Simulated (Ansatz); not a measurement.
One change: `[SiH3]S[SiH2]S[SiH3]` becomes `C[SiH2]S[SiH3]`.

Ansatz, PBE0-D4/def2-TZVP geometries, multiplicity 1. Each molecule was computed in one conformer, which needn't be the lowest.

```json
{"property": "size of the dipole moment (ωB97M-V/def2-TZVPP) / D", "`[SiH3]S[SiH2]S[SiH3]`": "0.33"}
{"property": "LUMO energy (B3LYP/def2-TZVPP) / eV", "`[SiH3]S[SiH2]S[SiH3]`": "-0.47"}
{"property": "HOMO energy (ωB97M-V/def2-TZVPP) / eV", "`[SiH3]S[SiH2]S[SiH3]`": "-9.67"}
{"property": "LUMO energy (PBE/def2-TZVPP) / eV", "`[SiH3]S[SiH2]S[SiH3]`": "-1.15"}
{"property": "LUMO energy (ωB97M-V/def2-TZVPP) / eV", "`[SiH3]S[SiH2]S[SiH3]`": "1.43"}
{"property": "HOMO–LUMO gap (ωB97M-V/def2-TZVPP) / eV", "`[SiH3]S[SiH2]S[SiH3]`": "11.10"}
```

**Question.** What does the change do to each property? (An estimate is asked.)

**Answer.** Computed: 
| property | `C[SiH2]S[SiH3]` | shift |
| --- | --- | --- |
| size of the dipole moment (ωB97M-V/def2-TZVPP) / D | 1.06 | 0.73 |
| LUMO energy (B3LYP/def2-TZVPP) / eV | -0.07 | 0.40 |
| HOMO energy (ωB97M-V/def2-TZVPP) / eV | -9.53 | 0.14 |
| LUMO energy (PBE/def2-TZVPP) / eV | -0.74 | 0.41 |
| LUMO energy (ωB97M-V/def2-TZVPP) / eV | 1.83 | 0.40 |
| HOMO–LUMO gap (ωB97M-V/def2-TZVPP) / eV | 11.36 | 0.26 |

With PBE0 the HOMO rises by 0.19 eV and the LUMO rises by 0.41 eV, so the gap widens by about 0.22 eV. PBE moves the HOMO by 0.21 eV and ωB97M-V by 0.14 eV. Dipoles are sizes alone; their direction can turn.

B3LYP here is the variant with VWN-RPA as its local correlation; programs differ in this.
